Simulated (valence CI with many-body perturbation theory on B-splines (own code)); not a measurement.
The numbers below are computed, except where a source is named.
# Basis-set convergence for Co14+

Method: relativistic CI+MBPT: three valence electrons over a frozen Dirac-Fock core [Ne], radial functions for each j: 9 s, 9 p, 8 d, 6 f, 3 g, 1 h, with the one-electron correlation potential Σ1, the two-electron term Σ2, the three-electron term Σ3, Breit, model QED; selected CI, second order for the rest, scaled by the run's own slope (own B-spline code, finite nucleus).

No measured spectrum was set against this ion. As an estimate, levels of excited configurations hold to 0.05 to 0.15 % of their energy, terms of the ground configuration to about 0.5 %.

The reference run has the lowest level 3s2 3p 2P°_1/2 and an ionisation energy of 443.818 eV. Its largest variational space holds 8593 state functions.

Names give the largest LS component (configuration and term), which can be under half, so a name can repeat, a term be missing and a line seem to break the LS rules; names also repeat where a configuration has a term twice.

Changed runs:
A. basis 6 s, 6 p, 5 d, 3 f, 1 g
B. basis 5 s, 5 p, 4 d, 2 f

Excitation energies of the reference run in cm⁻¹, and shifts in cm⁻¹:

| Level | Reference | A | B |
| --- | --- | --- | --- |
| 3s2 3p 2P°_3/2 | 22998 | -2.6 | -4.9 |
| 3s 3p2 4P_1/2 | 241973 | -101 | -311 |
| 3s 3p2 4P_3/2 | 251593 | -105 | -323 |
| 3s 3p2 4P_5/2 | 263086 | -102 | -311 |
| 3s 3p2 2D_3/2 | 322775 | +33 | +104 |
| 3s 3p2 2D_5/2 | 325836 | +29 | +93 |
| 3s 3p2 2S_1/2 | 391181 | +169 | +520 |
| 3s 3p2 2P_1/2 | 418079 | +136 | +436 |
| 3s 3p2 2P_3/2 | 427002 | +114 | +380 |
| 3s2 3d 2D_3/2 | 506298 | +288 | +929 |
| 3s2 3d 2D_5/2 | 508865 | +287 | +924 |
| 3p3 2D°_3/2 | 619117 | -36 | -164 |
| Ionisation energy (eV) | 443.818 | -0.014 | -0.041 |
